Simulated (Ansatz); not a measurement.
Total energies of the cluster CsF₂⁻ (the lowest singlet isomer of a short search) from Ansatz at PBE0-D4/def2-TZVPD, gas phase (1 Eh = 27.2114 eV = 2625.5 kJ/mol). The reference geometry is relaxed at PBE0-D4/def2-TZVPD.

Cartesian coordinates in Å:
```
Cs 0.2353 0.1181 0.4603
F 0.2421 -2.4940 0.2105
F -0.4774 2.3759 -0.6708
```

| state | geometry | energy (Eh) |
| --- | --- | --- |
| charge -1 singlet | reference | -219.86065 |
| charge 0 doublet | reference | -219.70935 |
| charge -1 triplet | relaxed at PBE0-D4/def2-TZVPD | -219.71863 |
| charge -1 quintet | relaxed at PBE0-D4/def2-TZVPD | -219.49467 |

In the def2 sets Cs takes a core potential; there is no spin–orbit coupling.

(1) Work out the vertical ionisation energy to the doublet.

(2) Which of the charge -1 states is lowest, and how far above it are the others?

(1) E(charge 0 doublet) − E(charge -1 singlet) = -219.70935 − (-219.86065) = 0.15130 Eh = 4.12 eV. For comparison, −ε of the highest occupied level is 2.09 eV at this level, 2.03 eV less.

(2) The singlet. triplet: -219.71863 − (-219.86065) = 0.14202 Eh = 372.9 kJ/mol; quintet: -219.49467 − (-219.86065) = 0.36598 Eh = 960.9 kJ/mol. The quintet differs in its bonds from the reference.

At PBE0-D4/def2-TZVPD the highest occupied level of the charge -1 triplet lies above zero (up to 0.76 eV). The electron is either unbound and held by the finite basis, or the level is raised by self-interaction error. At PBE0-D4/def2-TZVPD the highest occupied level of the charge -1 quintet lies above zero (up to 0.77 eV).

The structure comes from a short search, and lower isomers may exist.
